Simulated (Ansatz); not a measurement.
The inner images of a band of GeH₄ (5 atoms, charge 0, multiplicity 1) are given out of order.

All numbers below come from RKS PBE/def2-SVP (Ansatz).

Image 0:

```xyz
5
Properties=species:S:1:pos:R:3
Ge 0.255 0.000 0.181
H 0.255 0.000 1.729
H 1.715 0.000 -0.335
H -0.475 1.264 -0.336
H -0.475 -1.264 -0.336
```

Image 8:

```xyz
5
Properties=species:S:1:pos:R:3
Ge 0.242 0.000 -0.781
H 0.783 0.000 1.142
H 1.462 0.000 0.675
H -0.605 1.160 -0.067
H -0.605 -1.160 -0.067
```

Q: Put them in order from the first end to the last, with their energies above the first end.
A.
```xyz
5
Properties=species:S:1:pos:R:3
Ge 0.263 0.000 -0.501
H 0.558 0.000 1.205
H 1.559 0.000 0.409
H -0.552 1.267 -0.105
H -0.552 -1.267 -0.105
```
B.
```xyz
5
Properties=species:S:1:pos:R:3
Ge 0.234 0.000 -0.120
H 0.394 0.000 1.410
H 1.752 0.000 0.047
H -0.552 1.313 -0.217
H -0.552 -1.313 -0.217
```
C.
```xyz
5
Properties=species:S:1:pos:R:3
Ge 0.255 0.000 -0.379
H 0.483 0.000 1.261
H 1.642 0.000 0.297
H -0.552 1.288 -0.139
H -0.552 -1.288 -0.139
```
D.
```xyz
5
Properties=species:S:1:pos:R:3
Ge 0.234 0.000 -0.003
H 0.359 0.000 1.513
H 1.768 0.000 -0.083
H -0.542 1.308 -0.262
H -0.542 -1.308 -0.262
```
E.
```xyz
5
Properties=species:S:1:pos:R:3
Ge 0.259 0.000 -0.631
H 0.679 0.000 1.147
H 1.462 0.000 0.548
H -0.562 1.239 -0.080
H -0.562 -1.239 -0.080
```
F.
```xyz
5
Properties=species:S:1:pos:R:3
Ge 0.242 0.000 -0.248
H 0.434 0.000 1.326
H 1.708 0.000 0.173
H -0.554 1.305 -0.174
H -0.554 -1.305 -0.174
```
G.
```xyz
5
Properties=species:S:1:pos:R:3
Ge 0.241 0.000 0.097
H 0.317 0.000 1.625
H 1.755 0.000 -0.210
H -0.519 1.288 -0.304
H -0.519 -1.288 -0.304
```

A: G (+9.6 kJ/mol), D (+38.9 kJ/mol), B (+84.6 kJ/mol), F (+136.4 kJ/mol), C (+177.3 kJ/mol), A (+193.0 kJ/mol), E (+172.0 kJ/mol).

Run time: 48 s on 1 thread of Arm Neoverse V1, with other jobs on the host, peak memory 0.098 GiB.
